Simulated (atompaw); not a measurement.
PBE PAW (atompaw) dataset for titanium, scalar-relativistic all-electron reference.

atompaw 4.2.0.5 was run on this input:

```
Ti 22
GGA-PBE scalarrelativistic loggrid 1500 logderivrange -8 5 326
4 4 3 0 0 0
4 0 0
4 1 0
3 2 2
0 0 0
c
c
v
v
c
v
v
v
2
2.05 1.50 1.45 1.55
n
n
y
-1
n
custom polynom vanderbiltortho sinc
3 0 troulliermartins
1.80
2.00
1.55
2.05
2.05
2.05
PWSCFOUT
UPFDX 0.0125d0 UPFXMIN -7.d0 UPFZMESH 22.d0
END
```

Command:

```bash
atompaw < Ti.input > Ti.log
```

The program printed (summary file):

```
Completed calculations for Ti (AE)

 Exchange-correlation type: GGA, Perdew-Burke-Ernzerhof

 Radial integration grid is logarithmic
 r0 =   3.7230371E-04 h =   8.1906817E-03   n =      1500 rmax =   8.0000000E+01

 Scalar relativistic calculation

 AEatom converged in  27 iterations
   nz     =  22.00
   delta  =       6.155189510659E-18

 All Electron Orbital energies:
  n  l      occupancy      energy
  1  0      2.0000000E+00 -3.5905031E+02
  2  0      2.0000000E+00 -4.0632365E+01
  3  0      2.0000000E+00 -5.7732948E+00
  4  0      0.0000000E+00 -1.2417427E+00
  2  1      6.0000000E+00 -3.3822888E+01
  3  1      6.0000000E+00 -4.0251428E+00
  4  1      0.0000000E+00 -9.1211782E-01
  3  2      2.0000000E+00 -1.4464525E+00

 Total energy
   Total                    :    -1705.59139764114161

 ---
 Completed calculations for Ti (SC)

 Exchange-correlation type: GGA, Perdew-Burke-Ernzerhof

 Radial integration grid is logarithmic
 r0 =   3.7230371E-04 h =   8.1906817E-03   n =      1500 rmax =   8.0000000E+01

 Scalar relativistic calculation

 SCatom converged in   1 iterations
   nz     =  22.00
   delta  =       4.525376110685E-21

 Valence Electron Orbital energies:
  n  l      occupancy      energy
   3  0      2.0000000E+00 -5.7732948E+00
   4  0      0.0000000E+00 -1.2417427E+00
   3  1      6.0000000E+00 -4.0251428E+00
   4  1      0.0000000E+00 -9.1211782E-01
   3  2      2.0000000E+00 -1.4464525E+00

 Total energy
   Total                    :    -1705.59139764113684
   Valence                  :     -181.67117996431176

 PAW parameters:
       lmax =            2
         rc =    2.0556980430715082
        irc =         1053
   rc_shape =    1.5057685558396783
    rc_vloc =    1.4572228612381093
    rc_core =    1.5559310810407270
   Vloc: Norm-conserving Troullier-Martins with l= 3;e=   0.0000E+00
   Projector type: polynomial pseudization + Vanderbilt ortho.
   Sinc^2 compensation charge shape zeroed at   1.5058E+00

 Number of basis functions     6
 No.   n  nodes  l      Energy         Cp coeff         Occ
  1    3    2    0   -0.5773295E+01  0.6721200E+00  0.2000000E+01
  2    4    3    0   -0.1241743E+01  0.9388710E+01  0.0000000E+00
  3    3    1    1   -0.4025143E+01  0.5353952E+00  0.6000000E+01
  4    4    2    1   -0.9121178E+00  0.1327736E+02  0.0000000E+00
  5    3    0    2   -0.1446453E+01 -0.9318434E+02  0.2000000E+01
  6  999    1    2   -0.1000000E+01 -0.2624287E+01  0.0000000E+00

 Eigenvalues of overlap operator (in the basis of projectors):
    1        1.24053426E-01
    2        8.21949821E-01
    3        8.87150114E-01
    4        6.57846593E+01
    5        5.20204256E+03
    6        1.11267750E+04

 Orbital leakage outside PAW augmentation regions
   orb  is_core?  %out_of_sphere
   1 0    T           0.00
   2 0    T           0.00
   3 0    F           1.33
   4 0    F          83.02
   2 1    T           0.00
   3 1    F           3.14
   4 1    F          90.75
   3 2    F          17.92

 Summary of PAW energies
   Total valence energy     :   -181.67118136978087
   Smooth energy            :     30.28746016164481
   One center               :   -211.95864153142568
   Smooth kinetic           :     31.83279108346699
   Vloc energy              :    -14.45641559310386
   Smooth exch-corr         :    -10.56214727451541
   One-center xc            :    -72.62199202664020
```

The run took about 1.4 s on one core of a shared server CPU.
